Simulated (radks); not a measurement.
These are the eigenvalues of the occupied orbitals of an atom or ion with whole-number occupations (eV). Calculated with a radial shooting solver on a logarithmic mesh with Libxc functionals: Dirac Kohn-Sham, PBEsol, spin-unpolarised, spherical densities, point nucleus.

orbital  eigenvalue
1s1/2     -1837.212
2s1/2     -191.9356
2p1/2     -148.7730
2p3/2     -148.1154

Which element is it, and in what charge state? The configuration may be excited. Open shells, if any, fill j = l - 1/2 first.

Answer. Z = 14, silicon, charge +4: Si4+ in [Ne]. The list shows which subshells hold electrons but not how many an open one holds; the 1s level, -67.516 hartree, gives Z - s = 11.6 by -(Z - s)^2/2, which with screening and relativity narrows Z to a few neighbours, and the depths of the outer levels then fix element, charge and occupations together.
